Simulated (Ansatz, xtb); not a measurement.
## H6O2Si2+: which of two conformers lies lower

Structure a: the doublet with the links of `O[SiH][OH+][SiH3]`. Structure b: the doublet with the links of `O[SiH][OH+][SiH3]`. Both are isolated ions in the gas phase, relaxed with B3LYP-D3(BJ)/def2-SVP.

a (Å):

```xyz
10

O    -1.2747    0.3804    1.3822
O    -1.5155   -1.4531   -0.3672
Si   -2.3541   -0.8265    1.1358
Si   -2.0726   -2.5736   -1.6769
H    -1.0765    0.8020    2.2309
H    -3.6765   -0.4191    0.5617
H    -0.6299   -1.0448   -0.4585
H    -0.9960   -3.5791   -1.7642
H    -2.2233   -1.7104   -2.8647
H    -3.3377   -3.0509   -1.0843
```

b (Å):

```xyz
10

O    -1.0954   -1.4309   -1.5104
O    -0.9344   -0.0754    0.6025
Si    0.8182   -0.6088    0.6541
Si   -2.1946   -0.6323   -0.5883
H    -1.2842   -2.1708   -2.1051
H     0.7486   -2.0744    0.7861
H    -2.6865    0.6696   -1.1444
H     1.2441    0.1013    1.8777
H     1.4104   -0.0987   -0.5944
H    -1.1942    0.5901    1.2664
```

Energies in hartree; the thermal terms are from B3LYP-D3(BJ)/def2-SVP harmonic frequencies (ideal gas, rigid rotor, one conformer each, 200 K, 1 atm) and include the zero-point energy:

|  | a | b |
| --- | --- | --- |
| E, CCSD(T)/def2-SVP | −731.198989 | −731.200652 |
| E, MP2/def2-SVP | −731.142990 | −731.144585 |
| E, MP2/def2-TZVPP | −731.697644 | −731.698428 |
| zero-point energy | 0.062391 | 0.062719 |
| H(200 K) − E | 0.067111 | 0.067204 |
| G(200 K) − E | 0.042519 | 0.043477 |

Correct the CCSD(T) difference for the basis set by the MP2 change, then work out ΔE, ΔE₀, ΔH and ΔG for a → b in kcal/mol (1 Eh = 627.51 kcal/mol) and the equilibrium ratio [b]/[a].

1. Differences b − a: CCSD(T) −0.001663, MP2 in the small set −0.001595, MP2 in the large set −0.000784 Eh.
2. ΔE = −0.001663 + (−0.000784 − (−0.001595)) = −0.000852 Eh = −0.53 kcal/mol.
3. ΔE₀ = ΔE + ΔZPE = −0.000852 + (+0.000328) Eh = −0.33 kcal/mol.
4. ΔH = ΔE + (+0.000093) Eh = −0.48 kcal/mol.
5. ΔG = ΔE + (+0.000958) Eh = +0.07 kcal/mol, so ΔS = (ΔH − ΔG)/T = −11.4 J/(mol K).
6. kT = 0.6334 mEh, so K = [b]/[a] = exp(−ΔG/kT) = exp(−0.17) ≈ 0.85.

The two are too close for this level to say which is favoured. An error of 1 kcal/mol in ΔG would change K by a factor of 12. Mirror images and further conformers aren't counted.

Other levels gave ΔE = −1.0 (B3LYP-D3(BJ)/def2-SVP); −0.7 (HF/def2-SVP); −1.0 (MP2/def2-SVP); −1.0 (CCSD(T)/def2-SVP) kcal/mol. Open shells are spin-unrestricted. The correlated steps freeze 12 core orbitals. Programs: Ansatz 0.2.0.
